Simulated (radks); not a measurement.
The mean radii <r> (bohr) of the occupied orbitals of an atom or ion are listed with their occupations. Method: scalar-relativistic Kohn-Sham, PBE, spin-polarised, spherical densities, finite nucleus; Fermi nuclear charge, rms radius of each element as measured or else 0.836 A^(1/3) + 0.57 fm; computed with a radial shooting solver on a logarithmic mesh with Libxc functionals.

orbital  occ.      <r>
1s down     1  0.03707
1s up       1  0.03707
2s up       1   0.1626
2s down     1   0.1626
2p up       3   0.1417
2p down     3   0.1417
3s up       1   0.4584
3s down     1   0.4584
3p up       3   0.4620
3p down     3   0.4620
3d up       5   0.4523
3d down     5   0.4523
4s up       1    1.204
4s down     1    1.200
4p up       3    1.343
4p down     3    1.339
4d up       1    1.833

Name the element and its charge. Open shells, if any, are filled with parallel spins first.

Answer. Z = 40, zirconium, charge +3: Zr3+ in [Kr] 4d1. The 1s radius gives Z: for a bare nucleus <r> = (2 gamma + 1)/(2Z) with gamma = sqrt(1 - (Z/c)^2), 0.03641 bohr for Z = 40, and screening makes it slightly larger (0.03707 here). The occupations add up to 37, and the charge is Z minus that.
